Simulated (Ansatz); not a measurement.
This geometry of AlCl$_{2}$FH$_{2}$ (6 atoms, charge 0, multiplicity 1) is a first-order saddle point.

Computed with RKS B3LYP-D4/def2-SVP in Ansatz 0.2.0.

```xyz
6
Properties=species:S:1:pos:R:3
Al 0.015 -0.203 -0.018
H 0.016 0.085 1.637
Cl 1.829 0.167 -0.996
Cl -1.820 0.090 -0.982
F 0.050 -1.905 0.842
H 0.038 -1.133 1.589
```

Problem. Which two structures does it join? (They come from a converged band through this point; their orientation in space is the band's.)

Solution. Bonds broken: Al1–H2, F5–H6. Bonds formed: H2–H6. AlCl2FH2 becomes AlCl2F + H2.

First end point:

```xyz
6
Properties=species:S:1:pos:R:3
Al 0.010 0.053 0.065
H 0.005 0.583 1.552
Cl 1.813 0.095 -1.034
Cl -1.802 0.024 -1.021
F 0.050 -1.867 0.787
H 0.052 -1.786 1.723
```

Last end point:

```xyz
6
Properties=species:S:1:pos:R:3
Al 0.021 -0.682 -0.314
H 0.029 0.177 1.827
Cl 1.812 0.257 -0.817
Cl -1.812 0.174 -0.814
F 0.055 -2.246 0.241
H 0.023 -0.579 1.949
```

Problem. How far does it lie above each of them?

Solution. 0.139 eV above the first and 1.264 eV above the second. This is the barrier of this one path; another mechanism may lie lower. The orbitals stay closed-shell, which can raise the energy where a bond breaks towards radicals; this wasn't checked here.

Time of the run: 2.8 min on 1 thread of Arm Neoverse V1, on a shared host, peak memory 0.15 GiB.
